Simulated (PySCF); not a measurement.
These compounds are isomers of formula C$_{7}$H$_{10}$NPSi.

A. SMILES [SiH3]c1nccpc1C1CC1
B. `InChI=1S/C7H10NPSi/c1-3-4-8-5-9-7(10)6(8)2/h1,5H,4H2,2,10H3`
C. `c1ncc([SiH3])c(C2CC2)p1`
D. SMILES [SiH3]N=P12C=CC(C=C1)C=C2

Spectrum 1. 1H NMR (400 MHz, computed): δ 10.66 (m, 1H), 9.13 (m, 1H), 4.66 (s, 3H), 2.05 (m, 1H), 1.64 (m, 2H), 1.25 (m, 2H). 13C{1H} NMR (computed): δ 210.7 (C), 193.7 (CH), 157.5 (CH), 128.1 (C), 27.7 (CH), 25.3 (CH2).

Spectrum 2. 1H NMR (400 MHz, computed): δ 7.62 (m, 3H), 7.24 (m, 3H), 5.11 (m, 3H), 4.65 (m, 1H). 13C{1H} NMR (computed): δ 159.0 (CH), 145.6 (CH), 51.8 (CH).

Spectrum 3. 1H NMR (400 MHz, computed): δ 7.99 (m, 1H), 4.79 (d, 2H), 4.62 (m, 3H), 2.75 (s, 3H), 1.88 (t, 1H). 13C{1H} NMR (computed): δ 162.5 (CH), 146.9 (C), 131.4 (C), 83.4 (C), 81.9 (CH), 42.7 (CH2), 17.9 (CH3).

Spectrum 4. 1H NMR (400 MHz, computed): δ 9.17 (m, 1H), 8.80 (m, 1H), 4.87 (s, 3H), 2.10 (m, 1H), 1.61 (m, 2H), 1.01 (m, 2H). 13C{1H} NMR (computed): δ 190.5 (C), 165.5 (C), 156.3 (CH), 151.7 (CH), 24.8 (CH2), 24.5 (CH).

One conformer, fast rotation and ring inversion assumed for equivalent nuclei, no solvent, relativity neglected. Shielding tensors at PBE0/pcSseg-1 (GIAO); GFN2-xTB structure; PySCF 2.14.0 with density-fitted response routines.

Scale: TMS for 1H (σ = 31.72 ppm), 13C (σ = 186.93 ppm) (reference shieldings calculated alike). Splittings of carbon signals by F and P are missing where no couplings were computed. Where no couplings were computed, multiplicities follow the n + 1 count of equivalent neighbours, and m marks all less simple cases (inequivalent or close neighbours, rings, F or P nearby). Shifts are as computed. Against solution values, carbons near 30 ppm lie about +3 ppm off and those near 130 ppm about +5 ppm. Of 1211 compounds with measured shifts, 218 miss one by over three times the rms of a fit or turn the order of signals round; such compounds aren't used in these exercises.

Task: Which spectrum belongs to which compound?

Result: 1–C, 2–D, 3–B, 4–A.

- Spectrum 1 (C): 6 13C signals; δC 193.7 is an aromatic CH next to a ring nitrogen; δC 157.5 is an aromatic CH next to a ring nitrogen.
- Spectrum 2 (D): 3 13C signals; δC 159.0 is an alkene CH; δC 145.6 is an alkene CH.
- Spectrum 3 (B): 7 13C signals; δC 162.5 is an aromatic CH next to a ring nitrogen; δC 83.4 is an alkyne carbon.
- Spectrum 4 (A): 6 13C signals; δC 151.7 is an aromatic CH next to a ring nitrogen; δC 24.8 is a three-membered-ring carbon.
